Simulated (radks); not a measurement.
Results of a calculation; reference values are marked as such.
Task: Radial electron density D(r) = 4 pi r^2 rho(r) of an atom or ion with 2 electrons. Code: a radial shooting solver on a logarithmic mesh with Libxc functionals. Model: scalar-relativistic Kohn-Sham, PBE, spin-polarised, spherical densities, point nucleus.

r (bohr)  D(r) (e/bohr)  spin D(r)
0.01116          0.1524     0.0223
0.01239          0.1849     0.0270
0.01363          0.2206     0.0322
0.01501          0.2629     0.0384
0.01652          0.3127     0.0457
0.01819          0.3713     0.0543
0.02002          0.4400     0.0643
0.02204          0.5203     0.0760
0.02426          0.6137     0.0897
0.02691          0.7317      0.107
0.02963          0.8580      0.125
0.03261           1.003      0.147
0.0359            1.168      0.171
0.03951           1.355      0.198
0.04349           1.565      0.229
0.04788           1.799      0.263
0.0527            2.057      0.301
0.05848           2.363      0.345
0.06437           2.669      0.390
0.07085           2.993      0.437
0.07799           3.331      0.487
0.08585           3.676      0.537
0.0945            4.019      0.587
0.104             4.351      0.636
0.1145            4.658      0.681
0.1271            4.948      0.723
0.1399            5.160      0.755
0.154             5.303      0.776
0.1695            5.364      0.786
0.1865            5.333      0.784
0.2053            5.202      0.767
0.226             4.971      0.737
0.2488            4.646      0.695
0.2761            4.200      0.637
0.3039            3.723      0.577
0.3345            3.210      0.513
0.3682            2.686      0.451
0.4053            2.180      0.393
0.4461            1.717      0.344
0.4911            1.315      0.305
0.5406           0.9857      0.277
0.5998           0.7129      0.259
0.6603           0.5329      0.249
0.7268           0.4100      0.244
0.8              0.3298      0.239
0.8806           0.2777      0.232
0.9694           0.2411      0.220
1.067            0.2107      0.202
1.175            0.1814      0.178
1.303            0.1484      0.147
1.435            0.1175      0.117
1.579           0.08802     0.0879
1.738           0.06183     0.0618
1.913           0.04040     0.0404
2.106           0.02436     0.0244
2.318           0.01342     0.0134
2.552          0.006699    0.00670
2.832          0.002789    0.00279
3.117          0.001096    0.00110
3.431         0.0003777   0.000378
3.777         0.0001127   0.000113

What is the nuclear charge?

Result: Z = 6. The innermost maximum, from 1s, lies near gamma/Z bohr with gamma = sqrt(1 - (Z/c)^2) = 0.999, here 0.167 bohr (found: 0.172), and its height grows with Z. The density is that of the carbon ion C4+ in 1s1.75 2p0.25; the configuration itself is not fixed sharply by these data. D(r) has 1 maximum, at r = 0.172 bohr.
